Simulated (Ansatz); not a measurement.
`OCO[SiH3]`. The species carries charge 0 and has multiplicity 1.

```xyz
10

O     0.544   -0.030   -2.243
C     0.507    0.378   -0.924
O    -0.288   -0.501   -0.168
Si   -0.469   -0.414    1.465
H    -0.352   -0.010   -2.590
H     0.104    1.398   -0.825
H     1.544    0.361   -0.571
H    -1.368   -1.526    1.844
H     0.846   -0.547    2.149
H    -1.069    0.891    1.864
```

What are the harmonic wavenumbers in cm⁻¹ at PBE0-D4/def2-TZVP (Ansatz, finite differences of forces, unscaled)? (An estimate is asked.)

Ansatz gave: 6i, 121, 172, 331, 468, 716, 720, 853, 941, 955, 975, 1063, 1128, 1155, 1270, 1395, 1454, 1530, 2206, 2213, 2263, 2977, 3063, 3849.
